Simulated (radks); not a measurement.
The mean radii <r> (bohr) of the occupied orbitals of an atom or ion are listed with their occupations. All-electron calculation, scalar-relativistic Kohn-Sham, PBE, spin-polarised, spherical densities, point nucleus. Program: a radial shooting solver on a logarithmic mesh with Libxc functionals.

orbital  occ.      <r>
1s down     1  0.06355
1s up       1  0.06355
2s up       1   0.2933
2s down     1   0.2929
2p up       3   0.2600
2p down     3   0.2596
3s up       1   0.9048
3s down     1   0.9058
3p up       3   0.9713
3p down     3   0.9743
3d up       5    1.570
3d down     1    4.206

Name the element and its charge. Open shells, if any, are filled with parallel spins first.

Answer. Z = 24, chromium, charge 0: Cr in [Ar] 3d6. The 1s radius gives Z: for a bare nucleus <r> = (2 gamma + 1)/(2Z) with gamma = sqrt(1 - (Z/c)^2), 0.06186 bohr for Z = 24, and screening makes it slightly larger (0.06355 here). The occupations add up to 24, and the charge is Z minus that.
